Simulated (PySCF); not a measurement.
C5H6OS.
Numbering: `[SH:1][CH2:2][c:3]1[cH:4][cH:5][cH:6][o:7]1` (hydrogens: H8 on S1; H9, H10 on C2; H11 on C4; H12 on C5; H13 on C6)

The geometry is computed with GFN2-xTB (gas phase).

Question: Give the optimised bond lengths and angles.

Answer: 
```csv
bond,length (pm)
S1–C2,184.8
C2–C3,147.7
C3–C4,136.5
C4–C5,141.6
C5–C6,135.9
C6–O7,134.4
C3–O7,135.3
S1–H8,133.1
"C2–H9, C2–H10",108.9
C4–H11,107.1
C5–H12,107.0
C6–H13,107.2
```

Bonds in one row agree within 1 pm and their mean is given. A selection of angles:
```csv
angle,degrees
C2–S1–H8,95.7
S1–C2–C3,111.6
S1–C2–H9,104.6
S1–C2–H10,107.5
C3–C2–H9,111.2
H9–C2–H10,110.5
C2–C3–C4,131.7
C2–C3–O7,118.4
C4–C3–O7,110.0
C3–C4–C5,106.2
C3–C4–H11,126.6
C5–C4–H11,127.2
C4–C5–C6,105.9
C4–C5–H12,126.9
C6–C5–H12,127.1
C5–C6–O7,110.7
C5–C6–H13,132.2
O7–C6–H13,117.1
C3–O7–C6,107.2
```

Torsions: S1–C2–C3–C4 -87° (synclinal); H8–S1–C2–C3 -59° (synclinal). The mirror-image conformer, all signs reversed, is as good.

The 5-membered ring C3–C4–C5–C6–O7 has internal angles of 105.9° to 110.7°; it is planar, 0.00 Å rms from its mean plane, widest ring torsion 0°. S1 (thiol sulfur) is bent (angle 95.7°). O7 (furan-type oxygen) is bent (angle 107.2°). The C–C distances run from 1.359 Å (C5–C6, aromatic) to 1.477 Å (C2–C3, drawn single), a spread of 0.118 Å.

Point group: C1 (no symmetry element, even within 0.4 Å). Whether it is a minimum is left open (no frequencies). One conformer, not necessarily the lowest (H–S1–C2–C3 -59°, S1–C2–C3–C4 -87°).
